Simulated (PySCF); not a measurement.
Ligands exchanged one at a time, In CH3-OH. Gas-phase values, no solvent. One relaxed conformer stands for each flexible species; it need not be the lowest. Strings in code marks are SMILES.

Computed with PBE-D3(BJ)/def2-TZVP // B3LYP-D3(BJ)/def2-TZVP (PySCF). All candidates: neutral, multiplicity 1. Excitations are Tamm–Dancoff values on a coarser integration grid. The basis has no diffuse functions, so Rydberg states are missing or too high.

```json
{
 "S1 excitation (TDA)": "4.81 eV",
 "LUMO": "-1.44 eV",
 "HOMO–LUMO gap": "4.73 eV"
}
```

Question: Say which member has these values.
(A) `[CH3][In]([OH])[OH]` (O–In–O–H torsion 180°, O–In–O–H torsion -180°)
(B) `[OH][In]([OH])[OH]`
(C) `[CH3][In]([CH3])[CH3]`
(D) `[CH3][In]([CH3])[OH]` (C–In–O–H torsion 0°)

Answer: D, `[CH3][In]([CH3])[OH]` (C–In–O–H torsion 0°). The others give `[OH][In]([OH])[OH]`: 4.18 eV, -2.91 eV, 4.04 eV; `[CH3][In]([CH3])[CH3]`: 4.30 eV, -1.61 eV, 4.22 eV; `[CH3][In]([OH])[OH]` (O–In–O–H torsion 180°, O–In–O–H torsion -180°): 4.53 eV, -1.97 eV, 4.42 eV
